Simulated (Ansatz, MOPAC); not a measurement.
Species: H₃BPO₂ (charge 0, doublet). SMILES: OB(P)[O]

Atoms: O1, B2, O3, P4, H5, H6, H7. Bonds: O1-B2, B2-O3, B2-P4, O3-H5, P4-H6, P4-H7.

Bond lengths (Å) and angles (degrees) optimised at PM3 with MOPAC; MNDO with MOPAC; HF/STO-3G with Ansatz (a first-principles code); HF/6-31G* with Ansatz; PBE/6-31G* with Ansatz; B3LYP/LANL2DZ with Ansatz, each started from the B3LYP-D3(BJ)/def2-TZVP structure (Ansatz) of the last column. A row stands for all coordinates that are equal there; 10 of 11 kinds are shown. 6-31G* holds six Cartesian d functions. At HF/6-31G* the structure is a saddle point. No wavenumbers were computed at MNDO, HF/STO-3G, PBE/6-31G*, B3LYP/LANL2DZ, so these may be saddle points.

```
coordinate    PM3   MNDO  HF/STO-3G  HF/6-31G*  PBE/6-31G*  B3LYP/LANL2DZ  B3LYP-D3(BJ)/def2-TZVP
----------  -----  -----  ---------  ---------  ----------  -------------  ----------------------
O1-B2       1.265  1.323      1.372      1.348       1.289          1.296                   1.273
B2-O3       1.370  1.358      1.357      1.345       1.368          1.363                   1.355
B2-P4       1.936  1.859      1.924      1.979       2.067          2.134                   2.073
O3-H5       0.944  0.946      0.981      0.946       0.976          0.972                   0.961
P4-H6       1.309  1.342      1.380      1.402       1.428          1.439                   1.411
O1-B2-O3    128.6  117.8      116.0      119.2       138.0          140.7                   139.1
O1-B2-P4    102.5  119.6      119.1      117.1       100.9          101.6                    99.5
O3-B2-P4    128.9  122.6      124.9      123.7       121.0          117.8                   121.4
B2-O3-H5    116.5  115.2      111.4      114.6       111.8          121.5                   114.7
B2-P4-H6    108.5   99.4       95.2       97.4       101.2          101.5                   100.8
```

Mean signed difference of all 6 bond lengths from B3LYP-D3(BJ)/def2-TZVP: PM3 -0.059 Å, MNDO -0.052 Å, HF/STO-3G -0.015 Å, HF/6-31G* -0.010 Å, PBE/6-31G* 0.012 Å, B3LYP/LANL2DZ 0.026 Å.
